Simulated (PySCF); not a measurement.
## Ionisation energy of Te by level of theory

Te [Kr] 4d10 5s2 5p4 (3P) → Te⁺ [Kr] 4d10 5s2 5p3 (4S), as a difference of total energies. All numbers are calculated (PySCF 2.14, scalar relativity by spin-free X2C-1e, in aug-cc-pwCVTZ-DK3 with one added diffuse shell each of s, p, d, f type (11s10p8d5f1g, 125 functions)). Correlated levels: valence: [Kr] 4d10 frozen; valence and next inner shell: [Ar] 3d10 frozen. The calculations carry no spin-orbit coupling.

```csv
method,ionisation energy (eV),error (eV)
UHF,7.735,-1.014
LDA,9.017,+0.268
PBE,8.743,-0.006
PBE0,8.740,-0.009
r2SCAN,8.748,-0.001
PBEsol,8.737,-0.012
CAM-B3LYP,8.925,+0.176
wB97M-V,8.738,-0.011
MP2 (valence),8.378,-0.371
SCS-MP2 (valence),8.442,-0.307
MP2 (valence and next inner shell),8.473,-0.276
SCS-MP2 (valence and next inner shell),8.499,-0.250
```

Reference: 8.749 eV (measured; NIST levels, between the centres of gravity of the two terms).

Errors of the correlated levels include the incompleteness of this basis and the frozen core.
